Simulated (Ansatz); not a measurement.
System: CHNO (charge +1, doublet). 
Geometry from a B3LYP-D3(BJ)/def2-TZVP (Ansatz, an electronic-structure program) optimisation:
```
C
O 1 1.1373
N 1 1.2605 2 171.27
H 3 1.0321 1 124.06 2 180.00
```
Charge +1, spin multiplicity 2.

Basis-set convergence of Hartree-Fock and CCSD correlation energies (hartree) with Ansatz. Valence correlation only, unless marked. Open shells are spin-unrestricted. No spin-orbit coupling. Non-relativistic.

The UHF reference is spin-contaminated (<S^2> 0.13 over the pure value in the largest basis). 

| basis | functions | E(HF) | E(corr, CCSD) |
|---|---|---|---|
| aug-cc-pVDZ | 78 | -167.41604 | -0.45193 |
| aug-cc-pVTZ | 161 | … | … |

What belongs in the gaps?


- aug-cc-pVTZ, E(HF): -167.45659
- aug-cc-pVTZ, E(corr, CCSD): -0.53817
